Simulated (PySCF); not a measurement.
These are ωB97X-D3(BJ)/def2-TZVP // PBE0-D3(BJ)/def2-SVP (PySCF) values and carry that method's errors. Isolated molecules, 0 K electronic values unless said otherwise. One relaxed conformer stands for a flexible species; it need not be the lowest. Delta-SCF ions had no search for a lower state. Excitations are Tamm–Dancoff values on a coarser integration grid. The basis has no diffuse functions, so Rydberg states are missing or too high.

Reference species (SMILES): `c1cc(ccc1[SiH3])C(F)=C` (F–C–C–C torsion 5°) (neutral, multiplicity 1).

```json
{
  "S1 excitation (TDA)": "5.17 eV",
  "vertical electron affinity (Delta-SCF)": "-0.09 eV",
  "S1 oscillator strength": "0.031",
  "vertical ionisation energy (Delta-SCF)": "8.66 eV"
}
```

Changed species: `c1c(C=C)cc([SiH3])cc1F` (C–C–C–C torsion 1°).

Task: Predict the effect on the S1 excitation (TDA), vertical electron affinity (Delta-SCF), S1 oscillator strength and vertical ionisation energy (Delta-SCF).

Result: the S1 excitation (TDA) decreases by 0.16 eV, to 5.01 eV; the vertical electron affinity (Delta-SCF) drops by 0.02 eV, to -0.11 eV; the S1 oscillator strength rises by 0.103, to 0.134; the vertical ionisation energy (Delta-SCF) hardly moves.
